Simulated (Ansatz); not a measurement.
Relaxation of CH₇BN₂Te (12 atoms, charge 0, multiplicity 1), to a largest force component of 0.015 eV/Å in at most 40 steps.

The calculation used RKS r2SCANh-D4/def2-SVP in Ansatz 0.2.0.

```xyz
12
Properties=species:S:1:pos:R:3:forces:R:3
N -2.411 0.343 0.213 -0.48 1.63 -0.60
B -1.234 -0.357 -0.299 0.84 2.07 0.63
N 0.097 0.346 -0.334 0.39 -0.73 1.47
C 1.153 -0.380 0.512 -3.78 -0.22 0.28
Te 2.963 0.630 0.515 1.27 0.49 -0.34
H -2.255 0.713 1.176 0.05 -0.22 -0.91
H -2.529 1.252 -0.377 0.42 -1.85 1.34
H -1.294 -1.452 -0.684 -0.26 -1.37 -0.43
H 0.476 0.325 -1.265 0.15 -0.01 -0.77
H 1.247 -1.419 0.148 0.38 -0.01 0.26
H 0.707 -0.441 1.588 1.09 0.16 -1.51
H 3.156 0.384 -1.158 -0.06 0.05 0.57
```

Question: Where does it end, and by what steps?

Answer: It converged. The force dipped under the threshold on the way, but the program's further checks kept it going. After 34 steps the energy has fallen by 2.612 eV; H8 moved furthest, 2.24 Å.

```csv
step,energy less start (eV),largest force component (eV/Å),accepted
0,0.0000,3.775,yes
2,-0.4278,0.623,yes
4,-0.5996,1.303,yes
6,-1.0854,2.136,yes
8,-1.6109,1.580,yes
10,-1.8735,1.213,yes
12,-2.1698,0.689,yes
14,-2.4254,0.541,yes
16,-2.5611,0.167,yes
18,-2.5807,0.166,yes
20,-2.5868,0.553,no
22,-2.6048,0.163,yes
24,-2.6079,0.054,yes
26,-2.6100,0.046,yes
28,-2.6109,0.024,yes
30,-2.6115,0.011,yes
32,-2.6118,0.023,yes
34,-2.6118,0.007,yes
```

```xyz
12
Properties=species:S:1:pos:R:3
N -2.299 0.636 -0.026
B -1.168 -0.092 0.383
N 0.020 -0.159 -0.399
C 1.222 -0.778 0.000
Te 2.798 0.551 0.885
H -3.144 0.660 0.523
H -2.355 1.180 -0.875
H -1.199 -0.702 1.427
H 0.100 0.398 -1.242
H 1.750 -1.281 -0.820
H 1.039 -1.502 0.802
H 3.312 1.033 -0.623
```

Whether the end is a true minimum wasn't checked by a vibrational analysis.

The run took 3.1 min on 2 threads of Arm Neoverse V2 (shared host), peak memory 0.32 GiB.
